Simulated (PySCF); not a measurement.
An unknown shows these calculated signals:

$^{1}$H NMR (300 MHz, computed): δ 6.26 (m, 1H), 4.53 (m, 1H), 4.48 (m, 1H), 4.12 (m, 1H), 2.12 (m, 1H), 1.65 (d, 1H), 1.48 (d, 3H).

$^{13}$C{$^{1}$H} NMR (computed): δ 117.9 (CH), 86.7 (C), 79.7 (CH), 69.0 (CH), 67.0 (CH2), 34.6 (CH), 22.0 (CH3).

Computed data (PySCF): GFN2-xTB geometry, shielding tensors at PBE0/pcSseg-1 (GIAO). A single conformation, no solvent, non-relativistic Hamiltonian, one averaged value for each set of equivalent atoms.

Scale: $^{1}$H (σ = 31.72 ppm) and $^{13}$C (σ = 186.93 ppm) vs TMS (reference shieldings calculated alike).

Which of these does the molecule contain: a non-aromatic C=C double bond, a C≡C triple bond, a three-membered ring, a methoxy group?

## Answers


- A non-aromatic C=C double bond: no.
- A C≡C triple bond: yes (δC 79.7, 86.7; δH 1.65 (d)).
- A three-membered ring: no.
- A methoxy group: no.

The data belong to `O1C[C@@H](C#C)[C@@H](C)O[C@@H]1F`, C₇H₉FO₂; they needn't prove each group on their own.

Carbon signals by region: 1 in the sp2 and nitrile region (100–160 ppm), 4 at 50–100 ppm, 2 below 50 ppm.

Splittings by $^{19}$F in the carbon and heteronuclear signals aren't shown, as no couplings were computed. Shifts are as computed. Against solution values, carbons near 30 ppm lie about +3 ppm off and those near 130 ppm about +5 ppm. Of 1211 compounds with measured shifts, 218 miss one by over three times the rms of a fit or turn the order of signals round; such compounds aren't used in these exercises. No couplings were computed; multiplicities are counted from neighbouring protons, with m where these are inequivalent, close in shift, in a saturated or five-membered ring or joined by F or P, and br s for small geminal =CH2 splittings.
